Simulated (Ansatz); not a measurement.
Species: CH$_{6}$Cl$_{2}$OSi$_{2}$, net charge 0, singlet state. 
Coordinates optimised at B3LYP-D3(BJ)/def2-TZVP (Ansatz, a program for electronic structure):
```xyz
12

C     -2.4961    -0.6173     0.1888
Si    -1.7689     0.8393     1.0904
O     -0.1560     1.0012     0.7277
Si     1.0860     0.3490    -0.0540
Cl     0.6935     0.2709    -2.0692
Cl     1.4088    -1.5704     0.6052
H     -3.5574    -0.7203     0.4271
H     -2.4008    -0.4958    -0.8917
H     -1.9933    -1.5435     0.4733
H     -1.8725     0.6704     2.5563
H     -2.4287     2.1026     0.6950
H      2.2981     1.1374     0.1641
```

Computed values are from Ansatz. Cores are frozen in the correlated levels unless marked. UHF or UKS for open shells. Spin-orbit coupling is left out. Non-relativistic. CBS marks a two-point X^-3 extrapolation of the correlation energy; Hartree-Fock from the larger set.

The atomisation energy De is 1046.8 kcal/mol at CCSD(T)/CBS(cc-pV(T+d)Z,cc-pV(Q+d)Z) and the total energy is -1614.7546 Eh at CCSD(T)/CBS(cc-pV(T+d)Z,cc-pV(Q+d)Z). The dipole moment is 1.15 D at CCSD(T)/aug-cc-pV(D+d)Z and the T1 diagnostic comes out as 0.010 at CCSD/cc-pV(Q+d)Z.
